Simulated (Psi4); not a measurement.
F$_{6}$Nb, charge -1, singlet, at a GFN2-xTB geometry (such geometries of metal compounds can be far from the true shape) (all electrons, no relativity) (a gas-phase anion, which may not be bound at this level); BLYP/3-21G (Psi4 1.11).

Psi4 was given this input:
```
memory 2 GB

molecule mol {
-1 1
Nb    0.000000    0.000000   -0.000000
F     1.115274   -0.477378   -1.407186
F    -1.115274    0.477378    1.407186
F    -1.171523    0.799872   -1.199849
F    -0.914110   -1.607549   -0.179134
F     0.914110    1.607549    0.179134
F     1.171523   -0.799872    1.199849
}

set {
  basis 3-21g
  reference rks
  scf_type pk
  d_convergence 1e-8
}

energy('blyp')
print_variables()
```

Output, abridged:

```
   => Loading Basis Set <=

    Name: 3-21G
    Role: ORBITAL
    Keyword: BASIS

         ---------------------------------------------------------
                                   SCF
               by Justin Turney, Rob Parrish, Andy Simmonett
                          and Daniel G. A. Smith
                              RKS Reference
         ---------------------------------------------------------

  ==> Geometry <==

    Molecular point group: ci
    Full point group: Ci

    Geometry (in Angstrom), charge = -1, multiplicity = 1:

       Center              X                  Y                   Z               Mass
    ------------   -----------------  -----------------  -----------------  -----------------
         NB           0.000000000000     0.000000000000     0.000000000000    92.906373000000
         F            1.115274000000    -0.477378000000    -1.407186000000    18.998403162730
         F           -1.115274000000     0.477378000000     1.407186000000    18.998403162730
         F           -1.171523000000     0.799872000000    -1.199849000000    18.998403162730
         F           -0.914110000000    -1.607549000000    -0.179134000000    18.998403162730
         F            0.914110000000     1.607549000000     0.179134000000    18.998403162730
         F            1.171523000000    -0.799872000000     1.199849000000    18.998403162730

  Running in ci symmetry.

  Rotational constants: A =      0.06426  B =      0.06426  C =      0.06426 [cm^-1]
  Rotational constants: A =   1926.55819  B =   1926.55749  C =   1926.55744 [MHz]
  Nuclear repulsion =  860.959302376021924

  Charge       = -1
  Multiplicity = 1
  Electrons    = 96
  Nalpha       = 48
  Nbeta        = 48

  ==> Algorithm <==

  SCF Algorithm Type is PK.
  DIIS enabled.
  MOM disabled.
  Fractional occupation disabled.
  Guess Type is SAD.
  Energy threshold   = 1.00e-06
  Density threshold  = 1.00e-08
  Integral threshold = 1.00e-12

  ==> Primary Basis <==

  Basis Set: 3-21G
    Blend: 3-21G
    Number of shells: 44
    Number of basis functions: 93
    Number of Cartesian functions: 93
    Spherical Harmonics?: false
    Max angular momentum: 2

  ==> DFT Potential <==

   => LibXC <=

    Version 7.1.2
    S. Lehtola, C. Steigemann, M. J. T. Oliveira, and M. A. L. Marques,  SoftwareX 7, 1–5 (2018) (10.1016/j.softx.2017.11.002)

   => Composite Functional: BLYP <=

    BLYP GGA Exchange-Correlation Functional

    P.J. Stephens et. al., J. Phys. Chem., 98, 11623-11627, 1994
    B. Miehlich et. al., Chem. Phys. Lett., 157(3), 200-206 1989

    Deriv               =              1
    GGA                 =           TRUE
    Meta                =          FALSE

    Exchange Hybrid     =          FALSE
    MP2 Hybrid          =          FALSE

   => Exchange Functionals <=

    1.0000     XC_GGA_X_B88

   => Correlation Functionals <=

    1.0000     XC_GGA_C_LYP

   => LibXC Density Thresholds  <==

    XC_GGA_C_LYP:  1.00E-14
    XC_GGA_X_B88:  1.00E-15

   => Molecular Quadrature <=

    Radial Scheme          =       TREUTLER
    Pruning Scheme         =           NONE
    Nuclear Scheme         =       TREUTLER

    Blocking Scheme        =         OCTREE
    BS radius alpha        =              1
    Pruning alpha          =              1
    Radial Points          =             75
    Spherical Points       =            302
    Total Points           =         153010
    Total Blocks           =           1224
    Max Points             =            256
    Max Functions          =             87
    Weights Tolerance      =       1.00E-15

  ==> Integral Setup <==

  Using in-core PK algorithm.
   Calculation information:
      Number of atoms:                   7
      Number of AO shells:              44
      Number of primitives:             87
      Number of atomic orbitals:        93
      Number of basis functions:        93

      Integral cutoff                 1.00e-12
      Number of threads:                 1

  Performing in-core PK
  Using 19110012 doubles for integral storage.
  We computed 314150 shell quartets total.
  Whereas there are 490545 unique shell quartets.

  ==> DiskJK: Disk-Based J/K Matrices <==

    J tasked:                  Yes
    K tasked:                   No
    wK tasked:                  No
    Schwarz Cutoff:          1E-12

  Minimum eigenvalue in the overlap matrix is 1.6202758447E-03.
  Reciprocal condition number of the overlap matrix is 3.2662984158E-04.
    Using symmetric orthogonalization.

  ==> Pre-Iterations <==

  SCF Guess: Superposition of Atomic Densities via on-the-fly atomic UHF (no occupation information).

   -------------------------
    Irrep   Nso     Nmo
   -------------------------
     Ag        51      51
     Au        42      42
   -------------------------
    Total      93      93
   -------------------------

  ==> Iterations <==

                        Total Energy        Delta E     RMS |[F,P]|

   @RKS iter SAD: -4331.65258066413844   -4.33165e+03   0.00000e+00
   @RKS iter   1: -4334.10971743842583   -2.45714e+00   1.23359e-02 DIIS/ADIIS
   @RKS iter   2: -4334.10903012615836    6.87312e-04   1.23658e-02 DIIS/ADIIS
   @RKS iter   3: -4334.27251833253831   -1.63488e-01   3.49763e-03 DIIS/ADIIS
   @RKS iter   4: -4334.28801689036936   -1.54986e-02   1.69025e-03 DIIS/ADIIS
   @RKS iter   5: -4334.29402531782398   -6.00843e-03   2.93446e-05 DIIS
   @RKS iter   6: -4334.29402735674012   -2.03892e-06   1.16509e-05 DIIS
   @RKS iter   7: -4334.29402753685008   -1.80110e-07   5.44658e-06 DIIS
   @RKS iter   8: -4334.29402758229389   -4.54438e-08   2.08257e-07 DIIS
   @RKS iter   9: -4334.29402758238757   -9.36780e-11   1.64962e-08 DIIS
   @RKS iter  10: -4334.29402758238484    2.72848e-12   1.44939e-09 DIIS
  Energy and wave function converged.

  ==> Post-Iterations <==

   Electrons on quadrature grid:
      Ntotal   =   96.0001468371 ; deviation = 1.468e-04

    Orbital Energies [Eh]
    ---------------------

    Doubly Occupied:

       1Ag  -670.871607     2Ag   -92.721695     1Au   -84.914181
       2Au   -84.914180     3Au   -84.914180     3Ag   -23.949231
       4Ag   -23.949198     5Ag   -23.948970     4Au   -23.947966
       5Au   -23.947931     6Au   -23.947909     6Ag   -15.519718
       7Au   -12.452586     8Au   -12.452585     9Au   -12.452585
       7Ag    -7.428394     8Ag    -7.428393     9Ag    -7.428165
      10Ag    -7.428165    11Ag    -7.428164    12Ag    -1.986264
      10Au    -1.164218    11Au    -1.164212    12Au    -1.164209
      13Ag    -0.836493    14Ag    -0.836475    15Ag    -0.832801
      13Au    -0.788168    14Au    -0.788149    15Au    -0.788142
      16Ag    -0.219202    17Ag    -0.219183    18Ag    -0.201422
      19Ag    -0.201410    20Ag    -0.201408    21Ag    -0.169152
      16Au    -0.136661    17Au    -0.136655    18Au    -0.136644
      19Au    -0.117144    20Au    -0.117122    21Au    -0.117116
      22Au    -0.115720    23Au    -0.115712    24Au    -0.115704
      22Ag    -0.101153    23Ag    -0.101146    24Ag    -0.101135

    Virtual:

      25Ag     0.112411    26Ag     0.112423    27Ag     0.112426
      28Ag     0.137474    25Au     0.156063    26Au     0.156065
      27Au     0.156070    29Ag     0.288815    30Ag     0.288825
      31Ag     0.338450    28Au     0.403877    29Au     0.403903
      30Au     0.403924    32Ag     0.668947    33Ag     0.912310
      34Ag     0.912354    35Ag     0.912392    36Ag     1.137911
      37Ag     1.137994    31Au     1.915639    32Au     1.915642
      33Au     1.915705    34Au     1.986518    35Au     1.986547
      36Au     1.986553    38Ag     1.992608    39Ag     1.992640
      40Ag     1.992687    41Ag     2.040682    37Au     2.086362
      38Au     2.086423    39Au     2.086463    42Ag     2.103170
      43Ag     2.103190    44Ag     2.263911    45Ag     2.263985
      46Ag     2.264011    47Ag     2.381895    40Au     3.523780
      41Au     3.523812    42Au     3.523846    48Ag     4.050755
      49Ag     4.110869    50Ag     4.110887    51Ag   108.665499

    Final Occupation by Irrep:
             Ag    Au
    DOCC [    24,   24 ]
    NA   [    24,   24 ]
    NB   [    24,   24 ]

  @RKS Final Energy: -4334.29402758238484

   => Energetics <=

    Nuclear Repulsion Energy =            860.9593023760219239
    One-Electron Energy =               -7733.6132634416353540
    Two-Electron Energy =                2718.0040907891375355
    DFT Exchange-Correlation Energy =    -179.6441573059079815
    Empirical Dispersion Energy =           0.0000000000000000
    VV10 Nonlocal Energy =                  0.0000000000000000
    Total Energy =                      -4334.2940275823848424

Computation Completed

Properties will be evaluated at   0.000000,   0.000000,   0.000000 [a0]

Properties computed using the SCF density matrix

 Multipole Moments:

 ------------------------------------------------------------------------------------
     Multipole            Electronic (a.u.)      Nuclear  (a.u.)        Total (a.u.)
 ------------------------------------------------------------------------------------

 L = 1.  Multiply by 2.5417464519 to convert [e a0] to [Debye]
 Dipole X            :          0.0000000            0.0000000            0.0000000
 Dipole Y            :          0.0000000            0.0000000            0.0000000
 Dipole Z            :          0.0000000            0.0000000            0.0000000
 Magnitude           :                                                    0.0000000

 ------------------------------------------------------------------------------------

  Variable Map:
  ----------------------------------------------------------------------------
  "CURRENT ENERGY"              =>   -4334.294027582385
  "CURRENT REFERENCE ENERGY"    =>   -4334.294027582385
  "DD SOLVATION ENERGY"         =>       0.000000000000
  "DFT FUNCTIONAL TOTAL ENERGY" =>   -4334.294027582385
  "DFT TOTAL ENERGY"            =>   -4334.294027582385
  "DFT VV10 ENERGY"             =>       0.000000000000
  "DFT XC ENERGY"               =>    -179.644157305908
  "GRID ELECTRONS ALPHA"        =>      48.000073418550
  "GRID ELECTRONS BETA"         =>      48.000073418550
  "GRID ELECTRONS TOTAL"        =>      96.000146837100
  "NUCLEAR REPULSION ENERGY"    =>     860.959302376022
  "ONE-ELECTRON ENERGY"         =>   -7733.613263441635
  "PCM POLARIZATION ENERGY"     =>       0.000000000000
  "PE ENERGY"                   =>       0.000000000000
  "SCF ITERATION ENERGY"        =>   -4334.294027582385
  "SCF ITERATIONS"              =>      10.000000000000
  "SCF TOTAL ENERGY"            =>   -4334.294027582385
  "TWO-ELECTRON ENERGY"         =>    2718.004090789138
  "XC GRID RADIAL POINTS"       =>      75.000000000000
  "XC GRID SPHERICAL POINTS"    =>     302.000000000000
  "XC GRID TOTAL POINTS"        =>  153010.000000000000

  Array Variable Map:
  ----------------------------------------------------------------------------
  "CURRENT DIPOLE"              =>       0.000000000000 ... 0.000000000000 1 by 3
  "SCF DIPOLE"                  =>       0.000000000000 ... 0.000000000000 1 by 3
  "SCF TOTAL ENERGIES"          =>   -4331.652580664138 ... -4334.294027582385 1 by 11
```
